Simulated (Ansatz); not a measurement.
Consider the ligand exchange at the Si–Br bond: `C[SiH](O)Br` + `O[SiH](O)F` → `C[Si@H](O)O[Si@@H](O)F` + HBr.

Isolated molecules relaxed with PBE0-D4/def2-TZVP in Ansatz; ΔE leaves out vibrations. CCSD(T)/CBS is the MP2 limit (def2-TZVPP, def2-QZVPP) plus CCSD(T) − MP2 in def2-TZVPP, frozen cores. This one scheme is used for every species. Functionals use def2-TZVPP. B3LYP here is the variant with VWN-RPA as its local correlation; programs differ in this. For Br outer-core shells are correlated without core-valence functions, which leaves a few kJ/mol of doubt a bond. Scalar relativity is left out up to krypton. One conformer a species, not always the lowest.

`C[SiH](O)Br`:

```xyz
9

C     0.403   -0.939    0.631
Si    0.149    0.536   -0.461
O    -0.877    1.644    0.171
Br   -0.649   -0.200   -2.414
H     1.122   -1.627    0.180
H     0.787   -0.621    1.604
H    -0.533   -1.480    0.786
H     1.403    1.267   -0.737
H    -1.806    1.419    0.240
```

`O[SiH](O)F`:

Cartesian coordinates in Å:
```
O -1.234 -0.335 0.460
Si 0.244 -0.213 -0.214
O 0.478 1.321 -0.676
F 1.315 -0.672 0.875
H -1.406 -1.064 1.058
H 0.443 -1.063 -1.395
H 0.161 2.026 -0.108
```

`C[Si@H](O)O[Si@@H](O)F`:

Z-matrix (Å, degrees):
```
C
Si 1 1.844
H 1 1.092 2 111.0
H 1 1.092 2 110.7 3 -120.5
H 1 1.093 2 110.3 3 119.9
O 2 1.659 1 108.0 3 -64.9
O 2 1.640 1 110.0 3 177.2
H 2 1.484 1 113.4 3 56.2
H 6 0.958 2 117.1 1 144.7
Si 7 1.626 2 135.0 1 103.2
O 10 1.624 7 111.1 2 -18.2
F 10 1.591 7 107.1 2 102.4
H 10 1.467 7 111.4 2 -140.3
H 11 0.964 10 115.7 7 31.8
```

HBr:

Z-matrix (Å, degrees):
```
Br
H 1 1.420
```

| level | ΔE (kJ/mol) | difference from CCSD(T)/CBS |
| --- | --- | --- |
| PBE-D4 | -19.9 | 8.0 |
| r2SCAN-D4 | -27.4 | 0.5 |
| B3LYP-D4 | -33.3 | -5.4 |
| ωB97X-V | -29.5 | -1.6 |
| ωB97M-V | -29.3 | -1.4 |
| B2PLYP | -28.4 | -0.5 |
| r2SCAN | -25.4 | 2.5 |
| PBE0 | -17.7 | 10.2 |
| HF/def2-TZVPP | -30.9 | -3.0 |
| CCSD/def2-TZVPP | -33.9 | -6.0 |
| CCSD(T)/def2-TZVPP | -33.7 | -5.8 |
| HF/def2-QZVPP | -32.7 | -4.8 |
| SCS-MP2/def2-QZVPP | -28.2 | -0.3 |
| HF/CBS(def2) | -33.0 | -5.1 |
| MP2/CBS(def2) | -21.5 | 6.4 |
| CCSD/CBS(def2) | -28.2 | -0.3 |
| CCSD(T)/CBS | -27.9 | 0 |

Largest T1 diagnostic among the species: 0.012.

The D4 term adds −7.1 kJ/mol with B3LYP and −4.5 kJ/mol with PBE0; it sums over pairs of atoms, weighted by their polarisabilities, and B3LYP, whose exchange is more repulsive, gets the larger term.
